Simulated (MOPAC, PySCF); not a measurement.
Cl₃Ga, SMILES `[Cl][Ga]([Cl])[Cl]`, neutral singlet in the gas phase. 

Cartesian coordinates (Å):
```xyz
4

Cl    -1.2162    -1.7235     0.0443
Ga    -0.0009    -0.0025     0.0024
Cl    -0.8839     1.9107    -0.0205
Cl     2.0975    -0.1948    -0.0190
```
Charge 0, multiplicity 1.

All levels are single points at this geometry (ωB97X-D3(BJ)/def2-TZVP); Pople sets use spherical d functions. Orbital energies aren't observables, and empty levels follow the basis.

| level | HOMO (eV) | LUMO (eV) | gap (eV) | dipole (D) | vertical IE, Delta-SCF (eV) |
|---|---|---|---|---|---|
| PBE-D3(BJ)/def2-TZVP in PySCF | -8.01 | -2.85 | 5.17 | 0.00 | 10.89 |
| ωB97X-D3(BJ)/def2-TZVP in PySCF | -11.97 | 0.21 | 12.18 | 0.00 | 12.18 |
| B3LYP/3-21G in PySCF | -9.38 | -2.65 | 6.74 | 0.00 | – |
| B3LYP/6-31G* in PySCF | -9.12 | -2.37 | 6.75 | 0.00 | 11.37 |
| B3LYP/LANL2DZ in PySCF | -9.46 | -2.66 | 6.80 | 0.00 | – |
| BP86/6-31G* in PySCF | -8.09 | -3.13 | 4.96 | 0.00 | – |
| M06-2X/6-31G* in PySCF | -10.78 | -1.14 | 9.64 | 0.00 | – |
| PBE/6-31G* in PySCF | -7.99 | -3.00 | 4.99 | 0.00 | – |
| HF/6-31G* in PySCF | -12.82 | 1.31 | 14.13 | 0.00 | 12.18 |
| HF/STO-3G in PySCF | -10.53 | 3.29 | 13.82 | 0.00 | – |
| AM1 in MOPAC | -12.53 | -3.44 | 9.10 | 0.00 | – |
| PM3 in MOPAC | -11.46 | -4.15 | 7.32 | 0.00 | – |
| PM6 in MOPAC | -11.76 | -2.22 | 9.54 | 0.00 | – |
